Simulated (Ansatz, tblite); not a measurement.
Adding an electron: Ta₄⁺. The state is a doublet with charge 1. Geometry: r2SCAN-D4/def2-SVP. Ansatz, gas phase; energy differences of separate SCF runs; the reduced species is a singlet (the triplet lies 0.42 eV higher at PBE0-D4/def2-TZVP).

Cartesian coordinates in Å:
```
Ta -0.803 -1.131 0.696
Ta 0.230 -0.426 -1.513
Ta -0.820 1.351 0.162
Ta 1.392 0.206 0.654
```

In the def2 sets Ta takes a core potential; there is no spin–orbit coupling. The xTB rows come from tblite. The structure comes from a short search, and lower isomers may exist.

Q: Estimate orbital energies and vertical electron affinities at: GFN1-xTB; GFN2-xTB; PBE-D4/def2-TZVP; r2SCAN-D4/def2-TZVP; PBE0-D4/def2-TZVP.

A: 
| level | −HOMO (eV) | −LUMO (eV) | vertical EA (eV) | HOMO–LUMO gap (eV) |
| --- | --- | --- | --- | --- |
| GFN1-xTB | – | – | 13.71 | – |
| GFN2-xTB | – | – | 9.54 | – |
| PBE-D4/def2-TZVP | 8.18 | 7.93 | 5.67 | 0.25 |
| r2SCAN-D4/def2-TZVP | 8.06 | 7.38 | 5.41 | 0.67 |
| PBE0-D4/def2-TZVP | 8.71 | 6.69 | 5.36 | 2.02 |

  HOMO and LUMO are the levels of the spin that leaves or enters (xTB has no such levels and no spin-polarisation term). Other spin states of the ions may lie lower, which would lower the ionisation energy or raise the affinity. Raw xTB energy differences between charge states are shifted by several eV; the methods need an empirical correction for them.
